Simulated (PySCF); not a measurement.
What does the PBE0-D3(BJ)/def2-SVP structure of `C(=N/[SiH3])/CC=O` look like in three dimensions?

```
atom  x, y, z in Å
O1    -2.597    0.430    1.442
C2    -1.440    0.350    1.142
C3    -0.915    0.370   -0.279
C4    -0.195   -0.925   -0.584
N5     1.019   -1.197   -0.376
Si6    2.363   -0.277    0.256
H7    -0.640    0.241    1.922
H8    -1.766    0.524   -0.958
H9    -0.212    1.216   -0.360
H10   -0.851   -1.720   -0.991
H11    2.785   -0.938    1.524
H12    2.082    1.171    0.549
H13    3.463   -0.353   -0.745
```

Any rigid rotation of these coordinates is as good. Atoms count from 1 in this order. Of the pairs four or more bonds apart, Si6···H9 is among the closest relative to their van der Waals radii: 3.04 Å, 92 % of the sum of Bondi's values. Si6 (SiH3 silicon) is distorted tetrahedral (angles from 107.0° to 115.7°).

Bonds between heavy atoms (Å): O1=C2 1.198, C2–C3 1.515, C3–C4 1.513, C4=N5 1.262, N5–Si6 1.746.

Computed with PySCF, PBE0-D3(BJ)/def2-SVP geometry optimisation, gas phase.

Point group: C1 (no symmetry element, even within 0.4 Å). Not checked by PBE0-D3(BJ)/def2-SVP frequencies. One conformer, not necessarily the lowest (O1–C2–C3–C4 -119°, C2–C3–C4–N5 -87°).
